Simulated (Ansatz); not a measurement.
Isolated molecules relaxed with PBE0-D4/def2-TZVP in Ansatz; ΔE leaves out vibrations. CCSD(T)/CBS adds triple-zeta CCSD(T) − MP2 to the extrapolated MP2 energy (def2 sets, frozen cores). Functionals use def2-TZVPP. def2 core potentials past Kr. For Mo outer-core shells are correlated without core-valence functions, which leaves a few kJ/mol of doubt a bond. One conformer a species, not always the lowest.

Consider the redistribution: `[NH]=[Mo](=[NH])([F])[Cl]` + `O=C=N[SiH2]O` → `[NH]=[Mo](=[NH])([OH])[Cl]` + `O=C=N[SiH2]F`.

`[NH]=[Mo](=[NH])([F])[Cl]`:

Z-matrix (Å, degrees):
```
Mo
N 1 1.713
F 1 1.855 2 108.7
N 1 1.713 2 108.6 3 118.2
Cl 1 2.270 2 107.5 3 -125.9
H 2 1.012 1 152.6 3 -123.4
H 4 1.012 1 152.6 2 5.3
```

`O=C=N[SiH2]O`:

Cartesian coordinates in Å:
```
O -2.774 -0.164 -1.606
C -1.749 0.041 -1.094
N -0.710 0.294 -0.562
Si 0.863 0.094 0.083
O 0.834 -0.710 1.505
H 1.663 -0.736 -0.838
H 1.414 1.459 0.239
H 0.458 -0.277 2.272
```

`[NH]=[Mo](=[NH])([OH])[Cl]`:

Cartesian coordinates in Å:
```
N 0.961 -0.805 0.832
Mo 0.082 0.334 -0.109
N -0.548 -0.427 -1.514
O -1.375 0.971 0.898
Cl 1.536 1.964 -0.769
H 1.366 -1.721 0.978
H -0.656 -1.188 -2.170
H -1.366 0.872 1.854
```

`O=C=N[SiH2]F`:

Cartesian coordinates in Å:
```
O -0.218 -1.867 -2.346
C -0.036 -1.157 -1.445
N 0.185 -0.433 -0.521
Si 0.087 0.632 0.794
F -1.442 0.954 1.093
H 0.662 -0.022 1.984
H 0.763 1.894 0.441
```

```json
{"level": "B2PLYP", "ΔE (kJ/mol)": "-12.6"}
{"level": "PBE0", "ΔE (kJ/mol)": "-9.7"}
{"level": "HF/def2-SVP", "ΔE (kJ/mol)": "-9.1"}
{"level": "MP2/def2-QZVPP", "ΔE (kJ/mol)": "-17.1"}
```

What does CCSD(T)/CBS give? (Estimate.)

Computed: -15.3 kJ/mol. The listed levels differ from it by 2.7, 5.6, 6.2, -1.8 kJ/mol.

Largest T1 diagnostic among the species: 0.021, so the coupled-cluster value is less sure than usual.

Leaving LDA and LC-ωPBE aside and taking each functional with its dispersion term where it has one, the values, not all of them listed here, spread over 4.8 kJ/mol, from BHLYP-D4 to revPBE-D4.
